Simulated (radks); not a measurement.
The numbers below are computed, except where a source is named.
Problem. The mean radii <r> (bohr) of the occupied orbitals of an atom or ion are listed with their occupations. Level of theory: Dirac Kohn-Sham, PBE, spin-unpolarised, spherical densities, point nucleus (a radial shooting solver on a logarithmic mesh with Libxc functionals).

orbital  occ.      <r>
1s1/2       2  0.02558
2s1/2       2   0.1093
2p1/2       2  0.09193
2p3/2       4  0.09793
3s1/2       2   0.2916
3p1/2       2   0.2815
3p3/2       4   0.2934
3d3/2       4   0.2644
3d5/2       6   0.2681
4s1/2       2   0.6739
4p1/2       2   0.6969
4p3/2       4   0.7241
4d3/2       4   0.7947
4d5/2       6   0.8047
5s1/2       2    1.639
5p1/2       2    1.863
5p3/2       4    1.948
6s1/2       2    4.792

Name the element and its charge. Open shells, if any, fill j = l - 1/2 first.

Solution. Z = 56, barium, charge 0: Ba in [Xe] 6s2. The 1s radius gives Z: for a bare nucleus <r> = (2 gamma + 1)/(2Z) with gamma = sqrt(1 - (Z/c)^2), 0.02523 bohr for Z = 56, and screening makes it slightly larger (0.02558 here). The occupations add up to 56, and the charge is Z minus that.
